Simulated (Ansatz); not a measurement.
`CB(S)S` from Hartree–Fock to CCSD(T)

```json
{"atom": "C1", "x (Å)": "0.228", "y (Å)": "0.189", "z (Å)": "-1.142"}
{"atom": "B2", "x (Å)": "-0.250", "y (Å)": "-0.076", "z (Å)": "0.326"}
{"atom": "S3", "x (Å)": "0.882", "y (Å)": "-0.135", "z (Å)": "1.726"}
{"atom": "S4", "x (Å)": "-2.005", "y (Å)": "-0.333", "z (Å)": "0.621"}
{"atom": "H5", "x (Å)": "0.743", "y (Å)": "1.152", "z (Å)": "-1.207"}
{"atom": "H6", "x (Å)": "0.950", "y (Å)": "-0.574", "z (Å)": "-1.450"}
{"atom": "H7", "x (Å)": "-0.587", "y (Å)": "0.193", "z (Å)": "-1.869"}
{"atom": "H8", "x (Å)": "2.014", "y (Å)": "0.100", "z (Å)": "1.043"}
{"atom": "H9", "x (Å)": "-1.975", "y (Å)": "-0.517", "z (Å)": "1.952"}
```

Total charge 0; spin multiplicity 1. The structure was optimised at the PBE0-D4/def2-TZVP level. It is one conformer, not always the lowest. Frozen core, restricted reference, Ansatz. CBS rows extrapolate triple and quadruple zeta.

```tsv
basis	HF (Eh)	MP2 corr.	CCSD corr.	(T)	CCSD(T) total
def2-TZVPP	-860.64531	-0.63475	-0.68774	-0.03130	-861.36435
def2-QZVPP	-860.67043	-0.68363	-0.72878	-0.03532	-861.43453
CBS(def2)	-860.67389	-0.71984	-0.75918	-0.03829	-861.47136
```
